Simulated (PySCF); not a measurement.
Level of theory: PBE-D3(BJ)/def2-TZVP // PBE0-D3(BJ)/def2-TZVP run with PySCF. Isolated molecules, 0 K electronic values unless said otherwise. 

Reference species (SMILES): `[SiH2]=C[SiH3]` (neutral, multiplicity 1).

```yaml
LUMO: -2.45 eV
dipole_moment: 1.59 D
```

Changed species: `C1[SiH2][SiH2]1`.

Task: Predict the effect on the LUMO and dipole moment.

Result: the LUMO rises by 1.49 eV, to -0.96 eV; the dipole moment falls by 1.07 D, to 0.52 D.
